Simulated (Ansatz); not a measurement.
CH7B2NOSi (`BB1OCN1[SiH3]`) from Hartree–Fock to CCSD(T)

```xyz
13

B    -1.562    0.023    1.887
B    -0.184   -0.371    1.000
O     0.898   -1.185    1.353
C     1.442   -0.891    0.067
N     0.317   -0.041   -0.303
Si   -0.079    0.867   -1.707
H    -1.601    0.983    2.602
H    -2.559   -0.637    1.832
H     2.400   -0.366    0.146
H     1.548   -1.795   -0.541
H    -1.386    1.515   -1.436
H    -0.185   -0.005   -2.908
H     0.951    1.903   -1.993
```

Charge 0, multiplicity 1. The geometry is a stationary point of PBE0-D4/def2-TZVP. Frozen core, restricted reference, the Gaussian-basis code of Ansatz. CBS rows extrapolate triple and quadruple zeta; past MP2 they add the triple-zeta difference.

```csv
basis,HF (Eh),MP2 corr.,CCSD corr.,(T),CCSD(T) total
def2-SVP,-509.33062,-0.73336,-0.79584,?,?
def2-TZVPP,-509.68900,-0.91194,?,?,?
def2-QZVPP,-509.70858,-0.97691,–,–,–
CBS(def2),-509.71128,-1.02504,?,as TZ,?
```

Fill in the withheld values. (Estimate.)

Ansatz gave: def2-SVP (T): -0.02369; def2-SVP CCSD(T) total: -510.15015; def2-TZVPP CCSD corr.: -0.96373; def2-TZVPP (T): -0.03860; def2-TZVPP CCSD(T) total: -510.69133; CBS(def2) CCSD corr.: -1.07683; CBS(def2) CCSD(T) total: -510.82671.
